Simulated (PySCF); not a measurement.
A GIAO shielding run with PySCF 2.14 (density fitting, non-relativistic, gas phase) on SMILES C#Cc1csc([SiH2]OC=C)c1, C8H8OSSi:

```
$ OMP_NUM_THREADS=1 python probes_run.py task.json out

{"job": {"kind": "nmr", "xc": "PBE0", "basis": "pcSseg-1"}, "charge": 0, "multiplicity": 1}
C      4.972714     0.009933     0.273834
C      3.781459     0.155314     0.238110
C      2.380040     0.304075     0.200142
C      1.729535     1.500414     0.334590
S      0.028309     1.322499     0.250820
C      0.162211    -0.400223     0.031284
Si    -1.345784    -1.507904    -0.153496
O     -2.614634    -0.921460     0.675963
C     -3.415023     0.151416     0.551891
C     -3.410276     1.023176    -0.439731
C      1.471589    -0.773829     0.026048
H      6.013815    -0.113687     0.305565
H      2.164569     2.469630     0.479674
H     -1.152213    -2.760859     0.561268
H     -1.636883    -1.669046    -1.581287
H     -4.104181     0.230770     1.385178
H     -4.099997     1.845575    -0.451314
H     -2.722459     0.938321    -1.262327
H      1.787405    -1.794865    -0.093787
```

Hardware: 1 thread of an Arm Neoverse V2, shared host. The job also computes population analyses, field gradients, ring-centre shieldings.

Question: How large is the calculation?

Answer: 94 electrons, 241 basis functions and 1291 auxiliary functions.

Question: How long does it take, and how much memory does it need?

Answer: 46 s of wall time, with 15 SCF cycles and 5 response iterations; peak memory 1 GiB. Times on a shared host scatter by some tens of per cent.
